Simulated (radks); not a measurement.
Q: These are the eigenvalues of the occupied orbitals of an atom or ion with whole-number occupations (eV). All-electron calculation, scalar-relativistic Kohn-Sham, XLYP, spin-polarised, spherical densities, finite nucleus; Fermi nuclear charge, rms radius of each element as measured or else 0.836 A^(1/3) + 0.57 fm. Program: a radial shooting solver on a logarithmic mesh with Libxc functionals.

| orbital | eigenvalue |
|---|---|
| 1s down | -23081.02 |
| 1s up | -23081.01 |
| 2s up | -3378.022 |
| 2s down | -3377.317 |
| 2p up | -3031.461 |
| 2p down | -3030.927 |
| 3s up | -633.5068 |
| 3s down | -633.1482 |
| 3p up | -519.6465 |
| 3p down | -519.2383 |
| 3d up | -337.5916 |
| 3d down | -336.9544 |
| 4s up | -119.6368 |
| 4s down | -116.5846 |
| 4p up | -87.2030 |
| 4p down | -84.0342 |
| 4d up | -40.6291 |
| 4d down | -37.6255 |

Which element is it, and in what charge state? The configuration may be excited. Open shells, if any, are filled with parallel spins first.

A: Z = 45, rhodium, charge +3: Rh3+ in [Kr] 4d6. The list shows which subshells hold electrons but not how many an open one holds; the 1s level, -848.21 hartree, gives Z - s = 41.2 by -(Z - s)^2/2, which with screening and relativity narrows Z to a few neighbours, and the depths of the outer levels then fix element, charge and occupations together.
